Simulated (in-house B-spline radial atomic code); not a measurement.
What moves the levels of Ba VIII (Ba7+) ([Kr] 4d10 5s2 5p1)? Level of theory: Dirac-Hartree-Fock, average of configuration, Fermi nucleus of rms radius 4.8378 fm; calculated with a radial B-spline atomic code at the basis-set limit.

Baseline run (computed): total energy -8124.1894 hartree, 1s1/2 at -1387.13 hartree, 5p3/2 at -97.491 eV with <r> = 1.675 bohr.

Scaling the speed of light c (a factor of 100 is close to the non-relativistic limit):

| c/c0 | ΔE (hartree) | 5p3/2 level (eV) | 5p3/2 <r> (bohr) |
| --- | --- | --- | --- |
| 0.95 | -29.957 | -97.488 | 1.675 |
| 0.98 | -11.363 | -97.49 | 1.675 |
| 1.02 | 10.624 | -97.4917 | 1.676 |
| 2 | 192.95 | -97.48 | 1.68 |
| 100 | 252.09 | -97.466 | 1.682 |

Changing the nucleus:

```json
{"nucleus": "Gaussian nucleus of rms radius 4.8378 fm", "ΔE (eV)": "-0.038"}
{"nucleus": "uniform spherical nucleus of rms radius 4.8378 fm", "ΔE (eV)": "0.0126"}
{"nucleus": "Gaussian nucleus of rms radius 0.01 fm", "ΔE (eV)": "-9.1"}
{"nucleus": "Fermi nucleus of rms radius 4.741 fm", "ΔE (eV)": "-0.328"}
{"nucleus": "Fermi nucleus of rms radius 4.9346 fm", "ΔE (eV)": "0.334"}
```

A larger nucleus binds the electrons less, roughly as the density at the nucleus times the change of the nuclear <r²>. At equal rms radius the shape enters only through higher moments. A radius of 0.01 fm is nearly a point.

(1) The nuclear charge is raised by 0.1. What does the Hellmann-Feynman theorem predict for the energy, and what is found?

Answers

(1) dE/dZ ≈ -Σ<1/r>, which is -350.049 at the start and -350.902 at the end; their mean times 0.1 is -35.048 hartree, and the two runs differ by -35.047 hartree.
